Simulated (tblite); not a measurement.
Compound: C₇H₆NS (doublet state).
Z-matrix (Å and degrees, GFN2-xTB geometry), rows numbered from 1:
```
C 
N   1  1.2532
C   2  1.3803  1  124.51
C   3  1.4007  2  118.37  1  -133.99
C   4  1.3839  3  120.08  2  -176.61
C   5  1.3805  4  120.60  3     1.64
C   6  1.4014  5  119.80  4    -0.48
S   7  1.7213  6  120.20  5  -179.94
C   3  1.3894  2  121.80  1    51.13
H   1  1.0933  2  124.62  3     4.76
H   1  1.0806  2  118.17  3  -176.71
H   4  1.0787  3  118.82  2     4.35
H   5  1.0799  4  119.68  3  -178.99
H   6  1.0789  5  121.03  4   178.98
H   9  1.0800  3  120.17  2    -2.98
```

Computed values, GFN2-xTB/tblite, gas phase, harmonic and unscaled. Errors from tens to a few hundred cm⁻¹ against measured bands are possible. One conformer, not necessarily the lowest. Open shells enter through the occupations alone, without spin polarisation, and single modes of such species can be off by tens of per cent.

Harmonic wavenumbers (cm⁻¹): 98.9, 132.7, 160.4, 206.9, 292.3, 362.2, 403.6, 408.9, 468.2, 567.4, 637.0, 668.8, 701.2, 785.0, 853.7, 876.9, 889.8, 919.0, 976.3, 979.1, 1085.8, 1116.2, 1129.3, 1175.3, 1215.5, 1249.2, 1320.3, 1385.7, 1410.3, 1436.0, 1527.5, 1539.0, 1740.4, 2902.8, 3070.2, 3084.0, 3091.5, 3102.5, 3107.0.

A = 2529, B = 992.0, C = 722.0 MHz; mass 136.022 u (most abundant isotopes); point group C1, symmetry number 1; spin multiplicity 2.

Task: Zero-point energy?

Result: Half the sum of the wavenumbers: 23538 cm⁻¹ = 67.30 kcal/mol.

Task: Give the ideal-gas entropy at 350 K and 1 bar in the rigid-rotor, harmonic-oscillator model (classical rotation).

Result: Translation 41.46, rotation 30.04, vibration 23.43, spin (R ln 2) 1.38: S = 96.3 cal/(mol K).

Task: And Cp and H(350 K) − H(0)?

Result: Cp = 36.88 cal/(mol K), of which vibrations give 28.93 (their classical limit is 39 R = 77.5); H(350 K) − H(0) = 7.51 kcal/mol without the zero-point energy, 4.73 from vibrations.

Task: What must be added to the electronic energy to get the Gibbs energy at 350 K and 1 bar?

Result: ZPE + [H(350 K) − H(0)] − T·S = 67.30 + 7.51 − 33.71 = 41.10 kcal/mol.

Task: How do the functions run with temperature in this model?

Result: 
```csv
T (K),S (cal/(mol K)),Cp (cal/(mol K)),H − H(0) (kcal/mol),G − H(0) (kcal/mol),ln q(vib)
150,73.6,19.1,1.91,-9.14,1.37
250,85.5,28.0,4.26,-17.10,3.10
298.15,90.8,32.4,5.72,-21.35,4.00
400,101.5,40.9,9.46,-31.14,5.97
600,120.7,53.5,18.99,-53.40,9.96
900,144.7,64.6,36.86,-93.33,15.73
```

q(vib) and H(0) count from the zero-point level.

Task: Blend soft modes into free rotors: weight 1/[1 + (100 cm⁻¹/ν̃)⁴] for the oscillator and the rest for a rotor with moment μB/(μ + B), μ = h/(8π²ν), B = 10⁻⁴⁴ kg m². What vibrational entropy results?

Result: 22.89 cal/(mol K) in place of 23.43, which changes −T·S at 350 K by +0.19 kcal/mol.

Task: Which modes carry the vibrational entropy at 350 K?

Result: 98.9 cm⁻¹: 3.79; 132.7 cm⁻¹: 3.22; 160.4 cm⁻¹: 2.85; 206.9 cm⁻¹: 2.37; 292.3 cm⁻¹: 1.74; 362.2 cm⁻¹: 1.37 cal/(mol K); the other 33 give 8.10 together.

Hindered rotation and anharmonicity are outside this model. Other conformers, if any are populated, would add a mixing term that is left out. The structure is chiral; the term R ln 2 for an equal mix with its mirror image is left out.
